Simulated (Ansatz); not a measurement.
Ansatz (a program for electronic structure) input (CCSD(T)/def2-SVPD):

Ansatz 0.2 input:
```yaml
crystal:
  periodic: [false, false, false]
  atoms:
    - {symbol: Al, position_ang: [-0.00000000, -0.00000000, -1.70357231]}
    - {symbol: Br, position_ang: [0.00000000, 0.00000000, 0.63275543]}
basis:
  gaussian:
    orbitals: def2-SVPD
magnetization: {spin_polarized: false}
correlation: {method: ccsd_t, electrons: outside_noble_gas}
output: {forces: true}
```

Output:

```
Functional definition: HF
integrals: 0.03 GiB planned
605 factors; integrals over basis functions are off by at most 8.4e-4 eV
mean field: 0.19 GiB planned
mean field evaluation 1: about -76572.3226 eV, gradient 1.2e1 eV
mean field evaluation 2: about -76572.3523 eV, gradient 1.2e1 eV
mean field evaluation 4: about -76572.9968 eV, gradient 1.1e0 eV
mean field evaluation 8: about -76573.0092 eV, gradient 9.0e-5 eV
mean field evaluation 16: about -76572.9487 eV, gradient 1.1e0 eV
mean field -76573.00916465 eV, -2814.0061837512 hartree, gradient 3.4e-6 eV, S^2 0.000000; 0 other end points of the search recorded, 0 dependent functions left out
19 core orbitals not correlated
reference -76573.00916465 eV, -2814.0061837512 hartree; 5, 5 occupied and 41, 41 virtual orbitals, 605 factors
densities: 0.11 GiB planned
second order -4.61550728 eV of doubles, -0.00000000 eV of singles
coupled cluster: 0.10 GiB planned
cycle   1  -5.02285316 eV  change   -4.1e-1 eV  update   7.1e-2
cycle   2  -5.20112031 eV  change   -1.8e-1 eV  update   2.8e-2
cycle   3  -5.23038489 eV  change   -2.9e-2 eV  update   1.1e-2
cycle   4  -5.22808833 eV  change    2.3e-3 eV  update   2.7e-3
cycle   5  -5.22789919 eV  change    1.9e-4 eV  update   7.3e-4
cycle   6  -5.22789923 eV  change   -4.2e-8 eV  update   2.3e-4
cycle   7  -5.22786573 eV  change    3.4e-5 eV  update   6.9e-5
cycle   8  -5.22787638 eV  change   -1.1e-5 eV  update   2.4e-5
cycle   9  -5.22787934 eV  change   -3.0e-6 eV  update   8.6e-6
cycle  10  -5.22787671 eV  change    2.6e-6 eV  update   2.9e-6
perturbative correction -0.16023305 eV, -0.0058884560 hartree
the calculation of the forces begins
Total energy: -76578.39727441 eV, -2814.2041931327 hartree
Atom 0 at    -0.000000    -0.000000    -1.703572 Å, force    -0.000000    -0.000000    -0.023751 eV/Å
Atom 1 at     0.000000     0.000000     0.632755 Å, force    -0.000000    -0.000000     0.023751 eV/Å
Dipole moment:    -0.000000    -0.000000    -0.385555 e Å
```
